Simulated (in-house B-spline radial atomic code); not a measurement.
Configurations of Tm³⁺, with energies counted from [Xe] 4f12. Computed with a radial B-spline atomic code at the basis-set limit: Dirac-Hartree-Fock, average of configuration, Fermi nucleus of rms radius 5.2256 fm. Energies include first-order Breit, QED and recoil terms.

Occupations are held fixed; configurations that lie above the ionisation limit could autoionise.

```json
{"configuration": "[Xe] 4f11 6p1", "E - E(ref) (eV)": "18.574", "highest orbital": "6p3/2", "its <r> (bohr)": "3.526"}
{"configuration": "[Xe] 4f11 6g1", "E - E(ref) (eV)": "35.475", "highest orbital": "6g7/2", "its <r> (bohr)": "10.97"}
{"configuration": "[Xe] 4f11 9g1", "E - E(ref) (eV)": "38.839", "highest orbital": "9g7/2", "its <r> (bohr)": "27.81"}
{"configuration": "[Kr] 4d10 4f12 5s2 5p5 6d1", "E - E(ref) (eV)": "47.093", "highest orbital": "6d5/2", "its <r> (bohr)": "4.82"}
{"configuration": "[Kr] 4d10 4f12 5s2 5p5 7g1", "E - E(ref) (eV)": "57.751", "highest orbital": "7g7/2", "its <r> (bohr)": "15.83"}
{"configuration": "[Kr] 4d10 4f12 5s2 5p5 8g1", "E - E(ref) (eV)": "58.794", "highest orbital": "8g7/2", "its <r> (bohr)": "21.44"}
{"configuration": "[Kr] 4d10 4f12 5s2 5p5 9g1", "E - E(ref) (eV)": "59.509", "highest orbital": "9g7/2", "its <r> (bohr)": "27.81"}
{"configuration": "[Kr] 4d9 4f13 5s2 5p6", "E - E(ref) (eV)": "181.42", "highest orbital": "4f7/2", "its <r> (bohr)": "0.7291"}
{"configuration": "[Kr] 4d9 4f12 5s2 5p6 9p1", "E - E(ref) (eV)": "217.77", "highest orbital": "9p3/2", "its <r> (bohr)": "14.08"}
{"configuration": "[Kr] 4d9 4f12 5s2 5p6 8g1", "E - E(ref) (eV)": "220.13", "highest orbital": "8g7/2", "its <r> (bohr)": "21.44"}
```

Order these further configurations by energy, lowest first.
A. [Kr] 4d9 4f12 5s2 5p6 8s1
B. [Kr] 4d10 4f12 5s2 5p5 5d1
C. [Kr] 4d10 4f12 5s2 5p5 6s1
D. [Xe] 4f11 7d1
E. [Kr] 4d9 4f12 5s2 5p6 8p1

B (31.46 eV), D (32.102 eV), C (33.533 eV), A (214.06 eV), E (215.29 eV).

How far above the reference does [Xe] 4f11 7g1 lie?

37.081 eV; its least bound orbital is 7g7/2 with <r> = 15.83 bohr.

How far above the reference does [Xe] 4f11 9d1 lie?

36.86 eV; its least bound orbital is 9d5/2 with <r> = 16.85 bohr.

How far above the reference does [Xe] 4f11 8s1 lie?

32.062 eV; its least bound orbital is 8s1/2 with <r> = 8.687 bohr.

One of these lies 32.81 eV from the reference. Which?
A. [Xe] 4f11 5g1
B. [Xe] 4f11 6d1
C. [Xe] 4f11 8d1

A.
